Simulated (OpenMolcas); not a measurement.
## Se II: thermal populations, worked from levels

```json
{"Program": "OpenMolcas 26.06", "Basis": "ANO-RCC [9s8p6d4f2g]", "Scalar Hamiltonian": "DKH2, point nucleus", "Active space": "5 electrons in 9 orbitals (RAS2 4s 4p; RAS3 4d, at most 2 electrons)", "State averaging": "2S+1 = 4 odd, 1 root; 2S+1 = 2 odd, 8 roots; 2S+1 = 4 even, 3 roots; 2S+1 = 2 even, 8 roots", "Spin-orbit coupling": "state interaction with AMFI integrals over the reference wave functions, term energies averaged over their components"}
```

Methods: RASSCF; SS-RASPT2, IPEA 0.25 Eh, imaginary shift 0.1 Eh (closed shells correlated: 3d). Measured levels: NIST Handbook of Basic Atomic Spectroscopic Data.

**Thermal populations.** Z = Σ (2J + 1) exp(-E/kT) with k = 0.695035 cm-1/K, over the levels below. No other level of either list lies under 90000 cm-1, which is above 7 kT at each temperature.

```json
{"Level": "4s² 4p³ ⁴S°_3/2", "2J + 1": "4", "SS-RASPT2": "0.0", "measured": "0.0"}
{"Level": "4s² 4p³ ²D°_3/2", "2J + 1": "4", "SS-RASPT2": "13560", "measured": "13168"}
{"Level": "4s² 4p³ ²D°_5/2", "2J + 1": "6", "SS-RASPT2": "14020", "measured": "13784"}
{"Level": "4s² 4p³ ²P°_1/2", "2J + 1": "2", "SS-RASPT2": "23680", "measured": "23038"}
{"Level": "4s² 4p³ ²P°_3/2", "2J + 1": "4", "SS-RASPT2": "24270", "measured": "23895"}
{"Level": "4s 4p⁴ ⁴P_5/2", "2J + 1": "6", "SS-RASPT2": "83310", "measured": "83877"}
{"Level": "4s 4p⁴ ⁴P_3/2", "2J + 1": "4", "SS-RASPT2": "84880", "measured": "85580"}
{"Level": "4s 4p⁴ ⁴P_1/2", "2J + 1": "2", "SS-RASPT2": "85800", "measured": "86438"}
```

```
T (K)  Z, SS-RASPT2  Z, measured levels  Ground level (%), SS-RASPT2  Ground level (%), measured levels
 5000         4.193               4.211                         95.4                               95.0
 8000         4.910               4.964                         81.5                               80.6
12000         6.240               6.329                         64.1                               63.2
```

At 12000 K, kT = 8340 cm-1, and the computed levels give Z = 4.000 + 0.787 + 1.117 + 0.117 + 0.218 + 0.000 + 0.000 + 0.000 = 6.240.

The run also gave levels led by 4s² 4p² 4d, which use shells meant for correlation; these and all levels above them are left out. Some terms mix strongly with configurations of 4d, whose occupation reaches 0.19 (4s 4p⁴ ⁴P). Without dynamic correlation excited terms often stand tens of per cent too high (terms of higher spin than the ground term too low), and those without a measured partner can miss by more than the paired ones (holds for RASSCF). Measured partners are found by configuration, term and J. A level has none where our copy of the source lacks it or the pairing is in doubt (some pairs that miss far off the trend of their configuration count as doubtful), and it then counts in no deviation. Only configurations of the active space appear.

° marks odd parity.
